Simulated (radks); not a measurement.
Values are calculated unless marked as measured or tabulated.
Ta II, 72 electrons, occupied as [Kr] 4d10 4f14 5s2 5p5 5d3 6s1 7s1 (not the ground configuration). Level of theory: scalar-relativistic Kohn-Sham, RPBE, spin-polarised, spherical densities, point nucleus; open shells are filled with parallel spins first (spin-orbit coupling, left out, can overturn this in heavy ions) (a radial shooting solver on a logarithmic mesh with Libxc functionals).

Local quantities along the radius. ELF = 1/(1 + alpha^2) is the electron localisation function; alpha = (tau - tau_W)/tau_unif compares the Pauli kinetic energy density with that of the uniform gas (summed over spins). tau is taken from the large components.

| r (bohr) | ELF | alpha |
|---|---|---|
| 0.0008085 | 0.999 | 0.02259 |
| 0.0009565 | 0.999 | 0.02307 |
| 0.001122 | 0.999 | 0.02372 |
| 0.001317 | 0.999 | 0.02460 |
| 0.001558 | 0.999 | 0.02584 |
| 0.001828 | 0.999 | 0.02739 |
| 0.002163 | 0.999 | 0.02953 |
| 0.002538 | 0.999 | 0.03220 |
| 0.002979 | 0.999 | 0.03571 |
| 0.003524 | 0.998 | 0.04063 |
| 0.004135 | 0.998 | 0.04697 |
| 0.004852 | 0.997 | 0.05566 |
| 0.00574 | 0.995 | 0.06858 |
| 0.006736 | 0.993 | 0.08643 |
| 0.007905 | 0.987 | 0.1129 |
| 0.009351 | 0.976 | 0.1558 |
| 0.01097 | 0.954 | 0.2207 |
| 0.01298 | 0.901 | 0.3315 |
| 0.01523 | 0.799 | 0.5017 |
| 0.01788 | 0.635 | 0.7580 |
| 0.02115 | 0.452 | 1.102 |
| 0.02482 | 0.347 | 1.373 |
| 0.02912 | 0.338 | 1.399 |
| 0.03445 | 0.429 | 1.153 |
| 0.04043 | 0.574 | 0.8613 |
| 0.04744 | 0.695 | 0.6629 |
| 0.05612 | 0.743 | 0.5881 |
| 0.06586 | 0.701 | 0.6524 |
| 0.0779 | 0.554 | 0.8972 |
| 0.09142 | 0.390 | 1.250 |
| 0.1073 | 0.348 | 1.367 |
| 0.1269 | 0.474 | 1.053 |
| 0.1489 | 0.647 | 0.7386 |
| 0.1748 | 0.725 | 0.6152 |
| 0.2067 | 0.654 | 0.7278 |
| 0.2426 | 0.415 | 1.187 |
| 0.287 | 0.261 | 1.684 |
| 0.3368 | 0.389 | 1.253 |
| 0.3952 | 0.623 | 0.7782 |
| 0.4675 | 0.713 | 0.6343 |
| 0.5487 | 0.666 | 0.7085 |
| 0.6439 | 0.521 | 0.9580 |
| 0.7616 | 0.369 | 1.308 |
| 0.8938 | 0.349 | 1.365 |
| 1.049 | 0.446 | 1.114 |
| 1.241 | 0.539 | 0.9241 |
| 1.456 | 0.527 | 0.9483 |
| 1.722 | 0.440 | 1.128 |
| 2.021 | 0.383 | 1.270 |
| 2.372 | 0.388 | 1.256 |
| 2.806 | 0.380 | 1.277 |
| 3.293 | 0.205 | 1.972 |
| 3.864 | 0.033 | 5.426 |
| 4.571 | 0.022 | 6.636 |
| 5.364 | 0.310 | 1.493 |
| 6.295 | 0.942 | 0.2488 |
| 7.446 | 0.997 | 0.05515 |
| 8.738 | 1.000 | 0.01758 |
| 10.34 | 1.000 | 0.005449 |
| 12.13 | 1.000 | 0.001979 |
| 14.24 | 1.000 | 0.0008460 |

On this mesh the ELF has minima near r = 0.029, 0.11, 0.29, 0.89, 2.0, 4.6 bohr, which separate the shells, and maxima near 0.056 (0.74), 0.17 (0.73), 0.47 (0.71), 1.2 (0.54), 2.4 (0.39).
